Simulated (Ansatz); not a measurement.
Consider the ligand exchange at the Si–O bond: `CO[SiH2]S[SiH](F)F` + H–F → `F[SiH2]S[SiH](F)F` + CH₃OH.

Computed with Ansatz on PBE0-D4/def2-TZVP structures; ΔE is electronic, products minus reactants. CCSD(T)/CBS adds triple-zeta CCSD(T) − MP2 to the extrapolated MP2 energy (def2 sets, frozen cores). This one scheme is used for every species. DFT in def2-TZVPP. One conformer a species, not always the lowest.

`CO[SiH2]S[SiH](F)F`:

```xyz
13

C    -0.467    1.608   -1.007
O    -0.714    0.780    0.111
Si   -1.356   -0.725    0.056
S    -0.224   -1.946    1.400
Si    1.606   -0.942    1.105
F     1.908   -0.742   -0.442
F     2.735   -1.895    1.679
H    -0.228    1.020   -1.899
H     0.383    2.250   -0.775
H    -1.338    2.236   -1.216
H    -2.753   -0.767    0.550
H    -1.279   -1.236   -1.335
H     1.728    0.360    1.773
```

H–F:

Z-matrix (Å, degrees):
```
F
H 1 0.920
```

`F[SiH2]S[SiH](F)F`:

Cartesian coordinates in Å:
```
F -1.566 -0.714 1.865
Si -0.023 -0.623 1.484
S 0.294 -1.339 -0.501
Si 0.081 0.482 -1.538
F 1.329 1.426 -1.296
F -1.180 1.284 -1.010
H 0.399 0.788 1.599
H 0.721 -1.533 2.377
H -0.054 0.228 -2.979
```

CH₃OH:

Cartesian coordinates in Å:
```
C 0.325 0.136 -0.052
O -0.772 -0.358 0.682
H 1.095 0.410 0.670
H 0.070 1.031 -0.634
H 0.746 -0.615 -0.731
H -1.465 -0.603 0.065
```

CCSD(T)/CBS gives -33.3 kJ/mol.

(1) Another level gave -44.3 kJ/mol. Which?
A. MP2/def2-TZVPP
B. HF/def2-TZVPP
C. PBE-D4/def2-TZVPP
D. PBE/def2-TZVPP

Largest T1 diagnostic among the species: 0.012.

## Answers

(1) D. PBE -44.3, PBE-D4 -36.3, MP2/def2-TZVPP -30.1, HF/def2-TZVPP -48.7 kJ/mol.

The D4 term adds +12.4 kJ/mol with B3LYP and +7.1 kJ/mol with PBE0; it sums over pairs of atoms, weighted by their polarisabilities, and B3LYP, whose exchange is more repulsive, gets the larger term. In def2-TZVPP, CCSD(T) changes the Hartree–Fock value by +15.6 kJ/mol (the triples alone add +2.4 kJ/mol) and MP2 by +18.6 kJ/mol.

B3LYP here is the variant with VWN-RPA as its local correlation; programs differ in this.
